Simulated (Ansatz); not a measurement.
## A barrier at the coupled-cluster level

Start structure (AlSiH6ClO2F, doublet), relaxed at PBE0-D4/def2-TZVP:

Al1  (-1.184, 0.103, 0.994)
O2  (-0.052, -0.448, -0.261)
Si3  (-0.267, -0.736, -1.879)
Cl4  (-2.388, 1.708, 0.280)
H5  (1.116, 0.592, 1.778)
O6  (0.213, 0.920, 2.055)
H7  (1.301, -0.393, 0.258)
F8  (2.093, -0.191, 0.826)
H9  (-1.653, -1.212, -2.113)
H10  (0.704, -1.782, -2.288)
H11  (-0.023, 0.500, -2.661)
H12  (0.140, 0.938, 3.013)
(Å)

The step: AlSiH₃ClO ([SiH3][O][Al][Cl]) + H₂O + HF → AlHClO ([OH][Al][Cl]) + SiH₄O ([OH][SiH3]) + HF; bonds formed: O2–H7, H5–F8; dative contacts that become bonds: Al1–O6; bonds broken: H5–O6, H7–F8. Ansatz 0.2.0; basis: def2-TZVPP and def2-QZVPP; cores frozen in the correlated methods; orbitals are unrestricted. Extrapolation: Hartree–Fock as exp(−7.88 √X), correlation as X^−2.97. Energies below are by CCSD(T) at an estimated basis limit (MP2 extrapolated from triple and quadruple zeta, plus CCSD(T) − MP2 in triple zeta).

(1) What are the electronic barrier and the energy of the step, from the start structure to the end structure? (To be estimated.)

T1 diagnostic: at most 0.012. ⟨S²⟩ of the unrestricted Hartree–Fock references: 0.75 (a pure state has 0.75).

## Answers

(1) By the calculation: Barrier 0.208 eV; step energy 0.069 eV (uphill); reverse barrier, their difference, 0.139 eV. Barrier and step energy count from the start structure, the reverse barrier from the end structure.

The saddle point: One imaginary mode of 574i cm⁻¹.
| pair | start (Å) | saddle (Å) | end (Å) |
| --- | --- | --- | --- |
| Al1–O6 | 1.94 | 1.84 | 1.78 |
| O2–H7 | 1.45 | 1.12 | 1.01 |
| H5–F8 | 1.57 | 1.20 | 1.01 |
| H5–O6 | 1.00 | 1.14 | 1.40 |
| H7–F8 | 1.00 | 1.24 | 1.54 |

Zero-point energy (harmonic, PBE0-D4): ZPE is 1.883 eV at the start and 1.771 eV at the saddle, so the barrier goes from 0.208 to 0.097 eV.

Labels in which every atom is bracketed show which atoms are joined, not bond orders.

For scale, one of the runs: CCSD(T)/def2-TZVPP, 303 basis functions, launched by `ansatz run in.yaml --threads 4 --pin off --events-out ev --progress --plain --max-ram 66560MiB --backend cuda --devices 0, --max-vram 37GiB`. Hardware: 4 CPU threads of an AMD EPYC 7R13 and a share of one NVIDIA H100, shared host. Wall time 22 s; peak host memory 0.84 GiB.
